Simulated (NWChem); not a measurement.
All runs are NWChem calculations. System: H5GaO, charge 1, spin multiplicity 2, at the geometry of a parent with another charge or spin, in a state set for the comparison that need not be this species' ground state. Its SCF solution wasn't tested for a lower state.

Input file:

```
start mol
memory heap 200 mb stack 900 mb global 1100 mb
charge 1
geometry units angstroms nocenter noautoz noautosym
  Ga    -0.452062     0.214934    -0.069378
  H     -0.929281     0.499807     1.404734
  H      0.146713     1.402598    -0.933550
  H     -1.029894    -1.043587    -0.842529
  O      1.508327    -0.714066     0.333832
  H      2.214785    -0.208093    -0.094602
  H      1.544973    -1.601135    -0.054003
end
basis spherical
  * library 6-31g*
end
dft
  xc xpbe96 cpbe96
  odft
  mult 2
  semidirect memsize 60000000 filesize 0
  iterations 100
end
task dft energy
```

The output up to the point where the run's verdict is printed (cleaned and shortened):

```
             Northwest Computational Chemistry Package (NWChem) 7.3.0
             --------------------------------------------------------

                                NWChem Input Module
                                -------------------

 Scaling coordinates for geometry "geometry" by  1.889725989
 (inverse scale =  0.529177249)

                             Geometry "geometry" -> ""
                             -------------------------

 Output coordinates in angstroms (scale by  1.889725989 to convert to a.u.)

  No.       Tag          Charge          X              Y              Z
 ---- ---------------- ---------- -------------- -------------- --------------
    1 Ga                  31.0000    -0.45206200     0.21493400    -0.06937800
    2 H                    1.0000    -0.92928100     0.49980700     1.40473400
    3 H                    1.0000     0.14671300     1.40259800    -0.93355000
    4 H                    1.0000    -1.02989400    -1.04358700    -0.84252900
    5 O                    8.0000     1.50832700    -0.71406600     0.33383200
    6 H                    1.0000     2.21478500    -0.20809300    -0.09460200
    7 H                    1.0000     1.54497300    -1.60113500    -0.05400300

 Effective nuclear repulsion energy (a.u.)     117.8338216589

            Nuclear Dipole moment (a.u.)
            ----------------------------
        X                 Y               Z
 ---------------- ---------------- ----------------
    -0.0000188973     0.0000302356    -0.0000226767


 Summary of "ao basis" -> "" (spherical)
 ------------------------------------------------------------------------------
       Tag                 Description            Shells   Functions and Types
 ---------------- ------------------------------  ------  ---------------------
 *                           6-31g*                   on all atoms

  pbe96 is a nonlocal functional; adding pw91lda local functional.

                                 NWChem DFT Module
                                 -----------------

 Summary of "ao basis" -> "ao basis" (spherical)
 ------------------------------------------------------------------------------
[...]
 d= 0,ls=0.5,diis    75  -2002.0171982369  1.06D-05  1.82D-05  7.39D-05    16.1
                                                     2.05D-05  5.27D-05
 d= 0,ls=0.5,diis    76  -2002.0171997060 -1.47D-06  7.37D-06  7.64D-05    16.3
                                                     2.09D-05  5.44D-05
 d= 0,ls=0.5,diis    77  -2002.0172081254 -8.42D-06  9.49D-06  7.09D-05    16.5
                                                     2.36D-05  5.15D-05
 d= 0,ls=0.5,diis    78  -2002.0172234512 -1.53D-05  6.00D-06  5.82D-05    16.7
                                                     2.27D-05  4.45D-05
 d= 0,ls=0.5,diis    79  -2002.0172324548 -9.00D-06  5.71D-06  5.45D-05    16.9
                                                     2.40D-05  4.27D-05
 d= 0,ls=0.5,diis    80  -2002.0172447261 -1.23D-05  3.69D-06  4.62D-05    17.2
                                                     2.30D-05  3.78D-05
 d= 0,ls=0.5,diis    81  -2002.0172525444 -7.82D-06  1.07D-05  4.35D-05    17.4
                                                     2.22D-05  3.61D-05
 d= 0,ls=0.5,diis    82  -2002.0172565338 -3.99D-06  5.69D-06  4.53D-05    17.6
                                                     2.43D-05  3.71D-05
 d= 0,ls=0.5,diis    83  -2002.0172680957 -1.16D-05  8.93D-06  3.71D-05    17.8
                                                     2.66D-05  3.21D-05
 d= 0,ls=0.5,diis    84  -2002.0172813542 -1.33D-05  8.36D-06  2.82D-05    18.0
                                                     2.78D-05  2.64D-05
 d= 0,ls=0.5,diis    85  -2002.0172938349 -1.25D-05  2.95D-06  2.08D-05    18.3
                                                     2.81D-05  2.15D-05
 d= 0,ls=0.5,diis    86  -2002.0173037360 -9.90D-06  4.25D-06  1.67D-05    18.5
                                                     2.77D-05  1.85D-05
 d= 0,ls=0.5,diis    87  -2002.0173117213 -7.99D-06  1.14D-05  1.47D-05    18.7
                                                     2.69D-05  1.69D-05
 d= 0,ls=0.5,diis    88  -2002.0173174791 -5.76D-06  1.91D-05  1.50D-05    18.9
                                                     2.58D-05  1.67D-05
 d= 0,ls=0.5,diis    89  -2002.0173205855 -3.11D-06  2.64D-05  1.81D-05    19.1
                                                     2.42D-05  1.85D-05
 d= 0,ls=0.5,diis    90  -2002.0173208612 -2.76D-07  1.65D-05  2.37D-05    19.3
                                                     2.32D-05  2.16D-05
 d= 0,ls=0.5,diis    91  -2002.0173245882 -3.73D-06  5.19D-05  2.45D-05    19.6
                                                     2.43D-05  2.19D-05
 d= 0,ls=0.5,diis    92  -2002.0173113652  1.32D-05  5.90D-05  4.61D-05    19.8
                                                     2.30D-05  3.38D-05
 d= 0,ls=0.5,diis    93  -2002.0172889294  2.24D-05  4.81D-05  7.75D-05    20.0
                                                     1.68D-05  5.08D-05
 d= 0,ls=0.5,diis    94  -2002.0172679693  2.10D-05  3.42D-05  1.05D-04    20.2
                                                     1.18D-05  6.54D-05
 d= 0,ls=0.5,diis    95  -2002.0172530586  1.49D-05  2.21D-05  1.23D-04    20.4
                                                     8.48D-06  7.52D-05
 d= 0,ls=0.5,diis    96  -2002.0172446594  8.40D-06  3.07D-05  1.32D-04    20.7
                                                     2.02D-05  8.05D-05
 d= 0,ls=0.5,diis    97  -2002.0172734472 -2.88D-05  2.90D-05  9.62D-05    20.9
                                                     2.05D-05  6.19D-05
 d= 0,ls=0.5,diis    98  -2002.0172976765 -2.42D-05  1.98D-05  7.01D-05    21.1
                                                     1.96D-05  4.74D-05
 d= 0,ls=0.5,diis    99  -2002.0173136968 -1.60D-05  8.98D-06  5.62D-05    21.3
                                                     1.65D-05  3.95D-05
 d= 0,ls=0.5,diis   100  -2002.0173164546 -2.76D-06  7.07D-05  5.80D-05    21.5
                                                     4.12D-05  4.01D-05
```

The run did not converge; its last values are not results. The next line reads: Calculation failed to converge. NWChem stopped with the message: dft energy failed.
